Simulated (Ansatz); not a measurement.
Cost and result for the atomization energy of Ge2H8N2O, SMILES `[NH2][GeH2][O][GeH2][NH2]` (13 atoms, 12 bonds).

| atom | x (Å) | y (Å) | z (Å) |
| --- | --- | --- | --- |
| N1 | -0.099 | 0.414 | 1.740 |
| Ge2 | -1.196 | 1.089 | 0.422 |
| O3 | -1.188 | -0.074 | -0.904 |
| Ge4 | 0.126 | -1.247 | -1.209 |
| N5 | 1.801 | -0.566 | -0.962 |
| H6 | 0.386 | 1.116 | 2.280 |
| H7 | -0.535 | -0.240 | 2.375 |
| H8 | -0.571 | 2.426 | -0.017 |
| H9 | -2.672 | 1.232 | 0.836 |
| H10 | -0.057 | -2.422 | -0.237 |
| H11 | -0.035 | -1.638 | -2.684 |
| H12 | 2.084 | 0.145 | -1.621 |
| H13 | 1.954 | -0.236 | -0.018 |

Charge 0, multiplicity 1. Correlated methods include outer-core shells of Ge, which these sets cover unevenly. Scalar relativity is left out up to krypton. Geometry: relaxed with PBE0-D4/def2-TZVP. It is one conformer, not always the lowest. Program: Ansatz. All runs use 2 threads of an AMD EPYC 7R13 on a shared host and a share of an NVIDIA H100 80 GB. Times are those of one run each, without the atoms' runs, and a repeat can differ threefold. Electronic energies, without spin–orbit coupling; frozen cores. CCSD(T)/CBS adds CCSD(T) − MP2 in def2-TZVPP to the MP2 limit, and its time is that of the two runs behind it. T1 = 0.012. With those shells the extrapolation isn't a true limit. B3LYP takes the VWN-RPA correlation (the form of Gaussian; ORCA's B3LYP/G).

CCSD(T)/CBS is a level of theory with its own doubt, some kJ/mol a heavy atom from the limit and from the frozen cores, so smaller differences don't rank the functionals.

```csv
level,functions,wall time
ωB97X-V/def2-TZVPP,301,9.1 s
PBE0-D4/def2-TZVPP,301,9.5 s
B2PLYP/def2-TZVPP,301,10 s
B3LYP-D4/def2-TZVPP (with forces),301,11 s
ωB97M-V/def2-TZVPP (with forces),301,12 s
CCSD(T)/def2-TZVPP,301,13 s
r2SCAN-D4/def2-TZVPP (with forces),301,15 s
PBE-D4/def2-TZVPP (with forces),301,15 s
MP2/def2-QZVPP,589,18 s
CCSD(T)/CBS(def2),–,30 s
```

**Question.** What atomization energy does each give, and how far from CCSD(T)/CBS? (An estimate is asked.)

**Answer.** The calculation gave: 
```csv
level,atomization (kJ/mol),difference from CCSD(T)/CBS,per bond
ωB97X-V/def2-TZVPP,4160.5,8.7,0.7
PBE0-D4/def2-TZVPP,4071.8,-80.0,-6.7
B2PLYP/def2-TZVPP,4074.0,-77.8,-6.5
B3LYP-D4/def2-TZVPP (with forces),4113.9,-37.9,-3.2
ωB97M-V/def2-TZVPP (with forces),4119.3,-32.5,-2.7
CCSD(T)/def2-TZVPP,4039.4,-112.4,-9.4
r2SCAN-D4/def2-TZVPP (with forces),4106.3,-45.5,-3.8
PBE-D4/def2-TZVPP (with forces),4154.9,3.1,0.3
MP2/def2-QZVPP,4137.2,-14.6,-1.2
CCSD(T)/CBS(def2),4151.8,0.0,0.0
```

The D4 term adds +48.2 kJ/mol with B3LYP and +25.7 kJ/mol with PBE0; it sums over pairs of atoms, weighted by their polarisabilities, and B3LYP, whose exchange is more repulsive, gets the larger term. From PBE to PBE0 (25 % exact exchange), in def2-TZVPP and without D4, the atomization energy moves by −78.8 kJ/mol: exact exchange takes away binding that semilocal exchange gives to molecules. In def2-TZVPP, CCSD(T) changes the Hartree–Fock value by +1265.9 kJ/mol (the triples alone add +67.0 kJ/mol) and MP2 by +1297.3 kJ/mol; breaking electron pairs costs correlation energy, which Hartree–Fock lacks.
